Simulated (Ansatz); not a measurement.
Method: B3LYP-D3(BJ)/def2-TZVP in Ansatz (a first-principles code). No frequencies were computed at this level.

Ansatz 0.2 input:
```yaml
crystal:
  periodic: [false, false, false]
  atoms:
    - { symbol: Si, position_ang: [2.330217, 0.430832, 0.732306] }
    - { symbol: Si, position_ang: [1.077542, -0.078245, -1.14371] }
    - { symbol: Si, position_ang: [-1.016404, -0.98329, -0.68868] }
    - { symbol: Si, position_ang: [-2.375251, 0.353336, 0.62121] }
    - { symbol: H, position_ang: [3.674974, 0.94065, 0.457574] }
    - { symbol: H, position_ang: [2.504615, -0.742105, 1.593704] }
    - { symbol: H, position_ang: [1.662454, 1.448773, 1.54879] }
    - { symbol: H, position_ang: [1.85215, -0.950421, -2.042101] }
    - { symbol: H, position_ang: [0.893202, 1.140516, -1.951653] }
    - { symbol: H, position_ang: [-0.827873, -2.285088, -0.023784] }
    - { symbol: H, position_ang: [-1.720566, -1.350304, -1.928543] }
    - { symbol: H, position_ang: [-2.558137, 1.678832, 0.023031] }
    - { symbol: H, position_ang: [-3.718835, -0.177142, 0.860229] }
    - { symbol: H, position_ang: [-1.778088, 0.573656, 1.941627] }
basis:
  gaussian: { orbitals: def2-tzvp }
hamiltonian:
  xc: b3lyp
  dispersion: d3bj
relax:
  max_steps: 150
```

Output:

```
Functional definition: B3LYP
1484 factors; their error is unknown
mean field evaluation 1: about -31675.1964 eV, gradient 1.9e1 eV
mean field evaluation 2: about -31676.2851 eV, gradient 8.4e0 eV
mean field evaluation 4: about -31676.4911 eV, gradient 3.6e-1 eV
mean field evaluation 8: about -31676.4914 eV, gradient 2.6e-2 eV
mean field evaluation 16: about -31676.5932 eV, gradient 4.0e-5 eV
mean field -31676.59318198 eV, -1164.0933282716 hartree, gradient 4.0e-5 eV, S^2 0.000000; 0 other end points of the search recorded, 0 dependent functions left out
reference -31676.59354324 eV, -1164.0933415480 hartree; 33, 33 occupied and 175, 175 virtual orbitals, 1484 factors
relax step   1: F+E_penalty+E_count = -31677.26760276 eV  Δ(F+E_penalty+E_count) = +0.000e0 eV  max|allowed force component| = 4.256e-1 eV/Å  Δτ_max = 0.0000 Å  (25 SCF iters, accepted)
these checks for a lower state are left out or cut short: starts, cluster_reference, orbital_swaps, neighbouring_geometries, increment
1484 factors; their error is unknown
mean field -31676.67227240 eV, -1164.0962347910 hartree, gradient 1.5e-5 eV, S^2 0.000000; 0 other end points of the search recorded, 0 dependent functions left out
reference -31676.67263187 eV, -1164.0962480013 hartree; 33, 33 occupied and 175, 175 virtual orbitals, 1484 factors
relax step   2: F+E_penalty+E_count = -31677.35725085 eV  Δ(F+E_penalty+E_count) = -8.965e-2 eV  max|allowed force component| = 1.968e-1 eV/Å  Δτ_max = 0.1150 Å  (26 SCF iters, accepted)
these checks for a lower state are left out or cut short: starts, cluster_reference, orbital_swaps, neighbouring_geometries, increment
1484 factors; their error is unknown
mean field -31676.69590375 eV, -1164.0971032270 hartree, gradient 1.1e-5 eV, S^2 0.000000; 0 other end points of the search recorded, 0 dependent functions left out
reference -31676.69626520 eV, -1164.0971165102 hartree; 33, 33 occupied and 175, 175 virtual orbitals, 1484 factors
relax step   3: F+E_penalty+E_count = -31677.37755942 eV  Δ(F+E_penalty+E_count) = -2.031e-2 eV  max|allowed force component| = 5.161e-2 eV/Å  Δτ_max = 0.0681 Å  (26 SCF iters, accepted)
these checks for a lower state are left out or cut short: starts, cluster_reference, orbital_swaps, neighbouring_geometries, increment
1484 factors; their error is unknown
mean field evaluation 32: about -31676.5954 eV, gradient 5.0e-4 eV
mean field -31676.69585408 eV, -1164.0971014019 hartree, gradient 1.0e-5 eV, S^2 0.000000; 0 other end points of the search recorded, 0 dependent functions left out
reference -31676.69621560 eV, -1164.0971146873 hartree; 33, 33 occupied and 175, 175 virtual orbitals, 1484 factors
relax step   4: F+E_penalty+E_count = -31677.37849622 eV  Δ(F+E_penalty+E_count) = -9.368e-4 eV  max|allowed force component| = 2.784e-2 eV/Å  Δτ_max = 0.0118 Å  (27 SCF iters, accepted)
these checks for a lower state are left out or cut short: starts, cluster_reference, orbital_swaps, neighbouring_geometries, increment
1484 factors; their error is unknown
mean field -31676.69402582 eV, -1164.0970342145 hartree, gradient 9.7e-6 eV, S^2 0.000000; 0 other end points of the search recorded, 0 dependent functions left out
reference -31676.69438750 eV, -1164.0970475062 hartree; 33, 33 occupied and 175, 175 virtual orbitals, 1484 factors
relax step   5: F+E_penalty+E_count = -31677.38001809 eV  Δ(F+E_penalty+E_count) = -1.522e-3 eV  max|allowed force component| = 7.022e-3 eV/Å  Δτ_max = 0.0429 Å  (26 SCF iters, accepted)
these checks for a lower state are left out or cut short: starts, cluster_reference, orbital_swaps, neighbouring_geometries, increment
1484 factors; their error is unknown
mean field -31676.68915043 eV, -1164.0968550473 hartree, gradient 8.8e-6 eV, S^2 0.000000; 0 other end points of the search recorded, 0 dependent functions left out
reference -31676.68951241 eV, -1164.0968683497 hartree; 33, 33 occupied and 175, 175 virtual orbitals, 1484 factors
relax step   6: F+E_penalty+E_count = -31677.38100064 eV  Δ(F+E_penalty+E_count) = -9.825e-4 eV  max|allowed force component| = 1.260e-2 eV/Å  Δτ_max = 0.0746 Å  (26 SCF iters, accepted)
these checks for a lower state are left out or cut short: starts, cluster_reference, orbital_swaps, neighbouring_geometries, increment
1484 factors; their error is unknown
mean field -31676.68863016 eV, -1164.0968359278 hartree, gradient 1.5e-5 eV, S^2 0.000000; 0 other end points of the search recorded, 0 dependent functions left out
reference -31676.68899212 eV, -1164.0968492296 hartree; 33, 33 occupied and 175, 175 virtual orbitals, 1484 factors
relax step   7: F+E_penalty+E_count = -31677.38104942 eV  Δ(F+E_penalty+E_count) = -4.878e-5 eV  max|allowed force component| = 9.052e-3 eV/Å  Δτ_max = 0.0081 Å  (21 SCF iters, accepted)
1484 factors; their error is unknown
mean field evaluation 64: about -31676.5886 eV, gradient 1.4e-1 eV
mean field -31676.68863016 eV, -1164.0968359278 hartree, gradient 1.5e-5 eV, S^2 0.000000; 1 other end points of the search recorded, 0 dependent functions left out
reference -31676.68899212 eV, -1164.0968492296 hartree; 33, 33 occupied and 175, 175 virtual orbitals, 1484 factors
Total energy: -31677.38141139 eV, -1164.1222951681 hartree
Atom 0 at     2.195373     0.432023     0.775838 Å, force    -0.001090    -0.006386    -0.007228 eV/Å
Atom 1 at     1.067979    -0.072023    -1.216814 Å, force    -0.002113     0.005154    -0.000281 eV/Å
Atom 2 at    -1.003868    -1.049701    -0.719064 Å, force     0.002287    -0.002552     0.004625 eV/Å
Atom 3 at    -2.242615     0.394452     0.650486 Å, force     0.001302    -0.003252    -0.009052 eV/Å
Atom 4 at     3.539205     1.001104     0.511094 Å, force    -0.000994     0.000870     0.001000 eV/Å
Atom 5 at     2.350953    -0.800655     1.586014 Å, force     0.002137     0.001026     0.005929 eV/Å
Atom 6 at     1.407122     1.413389     1.559791 Å, force    -0.000835     0.001367    -0.000570 eV/Å
Atom 7 at     1.894982    -0.981381    -2.051624 Å, force    -0.001629     0.000068     0.002173 eV/Å
Atom 8 at     0.840630     1.180750    -1.982636 Å, force     0.002127     0.000685    -0.002881 eV/Å
Atom 9 at    -0.774881    -2.330559    -0.001721 Å, force    -0.002073    -0.002858    -0.000909 eV/Å
Atom 10 at    -1.761954    -1.344539    -1.962508 Å, force     0.001532     0.001997     0.001268 eV/Å
Atom 11 at    -2.402677     1.705843    -0.023845 Å, force    -0.002399     0.004530     0.003669 eV/Å
Atom 12 at    -3.587471    -0.156903     0.945773 Å, force     0.000850     0.000559     0.001379 eV/Å
Atom 13 at    -1.522778     0.608201     1.929215 Å, force     0.000900    -0.001208     0.000879 eV/Å
Dipole moment:     0.000886    -0.015746    -0.027171 e Å
```

Cost: around 70 core-seconds (rough).
